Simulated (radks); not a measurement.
The niobium anion Nb- inside a hard spherical wall (all orbitals vanish at R), configuration held at [Kr] 4d4 5s2 and not refilled when levels cross. Method: scalar-relativistic Kohn-Sham, r2SCAN, spin-polarised, spherical densities, finite nucleus; open shells are filled with parallel spins first (spin-orbit coupling, left out, can overturn this in heavy ions); meta-GGA in the generalised Kohn-Sham scheme; Fermi nuclear charge, rms radius 4.324 fm; computed with a radial shooting solver on a logarithmic mesh with Libxc functionals. Eigenvalues in eV for spin up, with the zero of energy where the potential of the charges vanishes at infinity; a dash marks a level that is unbound or too diffuse for the functional's potential to be trusted. A positive occupied level is held by the wall or, in an anion where self-interaction has pushed it up, behind a barrier. The pressure on the wall is -dE/dV.

R (bohr)  E (hartree)  kinetic (hartree)    e(4s)    e(4p)   e(5s)   e(4d)  e(5p, empty)  e(6s, empty)  pressure (GPa)
12        -3820.28048           3933.562  -55.551  -31.158   0.067   1.214         2.858         4.405          0.0337
8         -3820.24526           3933.706  -54.184  -29.792   1.187   2.473         4.596        10.376           0.931
7         -3820.20604           3933.857  -53.204  -28.826   2.025   3.331         5.856        14.473            2.68
5         -3819.88420           3934.969  -48.457  -24.239   7.098   7.509        12.982        35.512            34.3
4         -3819.20012           3937.170  -42.752  -18.841  15.857  13.034        24.473        65.717             172
3.5       -3818.35278           3939.901  -37.941  -14.269  25.565  18.233        36.587        95.081             451
